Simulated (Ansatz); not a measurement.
`N[Si]F` + `O[SiH3]` → `F[Si]O[SiH3]` + NH₃ at 600 K and 1 bar (ligand exchange at the Si–N bond).

Gas-phase electronic energies from Ansatz, PBE0-D4/def2-TZVP geometries. CCSD(T)/CBS is the MP2 limit (def2-TZVPP, def2-QZVPP) plus CCSD(T) − MP2 in def2-TZVPP, frozen cores. This one scheme is used for every species. One conformer a species, not always the lowest.

```
       species  CCSD(T)/CBS energy (Eh)  H − E (kJ/mol)  S (J/(mol·K))
      `N[Si]F`               -444.84306           109.0          318.2
     `O[SiH3]`               -366.69042           135.7          307.9
`F[Si]O[SiH3]`               -755.04483           134.2          412.7
           NH₃                -56.50880           112.4          219.5
```

H − E and S are ideal-gas, rigid-rotor, harmonic terms from PBE0-D4/def2-TZVP, for one conformer and one mirror image of each species. 1 Eh = 2625.50 kJ/mol, R = 8.31446 J/(mol·K).

Task: By hand: ΔE, ΔH, ΔS and ΔG.

Result: ΔE = (-755.04483) + (-56.50880) − (-444.84306) − (-366.69042) = -0.02015 Eh = -52.9 kJ/mol. Δ(H − E) = 134.2 + 112.4 − 109.0 − 135.7 = 1.9, so ΔH = -51.0 kJ/mol. ΔS = 412.7 + 219.5 − 318.2 − 307.9 = 6.1 J/(mol·K). ΔG = -51.0 − 600 × (6.1)/1000 = -54.7 kJ/mol.

Task: By hand: the equilibrium constant, and the temperature at which ΔG would vanish if ΔH and ΔS stayed fixed.

Result: log₁₀ K = −ΔG/(RT ln 10) = 4.8. ΔH and −TΔS have one sign here, so there is no such temperature.

The number of gas molecules stays the same, so ΔS is small and ΔH decides. A doubt of 5 kJ/mol in ΔE shifts log₁₀ K by 0.4 here. Other conformers and mirror images would add mixing entropy, several J/(mol·K) or more a flexible species. Modes under 60 cm⁻¹, often nearly free rotors, make the harmonic entropy too high. These are equilibria of isolated gas molecules and say nothing of rates. Largest T1 diagnostic: 0.014 (customary marks: 0.02 for closed shells, 0.045 for open ones).

ΔS is within the doubt of such terms, so its sign, and with it that verdict, could turn.
